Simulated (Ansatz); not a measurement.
ClH5O3SSi2, SMILES `O[SiH](O)S[SiH](O)Cl`, relaxed with RKS PBE0-D4/def2-TZVP in Ansatz 0.2.0 from a PBE-D4/def2-SVP geometry. The force threshold is 0.005 eV/Å; the program also tests the step.

Total charge 0; spin multiplicity 1.

Start:

```xyz
12

O    -1.917    2.064    1.287
Si   -0.547    1.209    0.906
O    -0.186    0.191    2.172
S    -1.012    0.049   -0.904
Si    0.872   -0.778   -1.472
O     0.642   -2.243   -2.223
Cl    2.105   -1.004    0.238
H    -2.639    1.538    1.675
H     0.508    2.214    0.586
H     0.517   -0.455    1.958
H     1.673    0.044   -2.420
H    -0.016   -2.829   -1.805
```

Question: How much energy does the relaxation release, and in how many steps? (Best estimate.)

Answer: Computed: 12.43 kJ/mol, in 20 steps, 1 of them rejected.

Question: Which bonds change most? (An estimate is asked.)

Answer: The calculation gave: Si5–Cl7 from 2.120 to 2.075 Å; Si2–S4 from 2.200 to 2.159 Å; Si5–O6 from 1.663 to 1.626 Å; O1–Si2 from 1.659 to 1.625 Å.

Question: Give the relaxed structure. (An estimate is asked.)

Answer: The calculation gave: 
```xyz
12

O    -1.861    2.079    1.169
Si   -0.564    1.154    0.851
O    -0.150    0.370    2.219
S    -1.099   -0.251   -0.698
Si    0.820   -0.804   -1.383
O     0.696   -2.094   -2.364
Cl    2.044   -1.245    0.234
H    -2.552    1.708    1.722
H     0.497    2.042    0.338
H     0.471   -0.358    2.124
H     1.517    0.245   -2.143
H     0.180   -2.847   -2.068
```
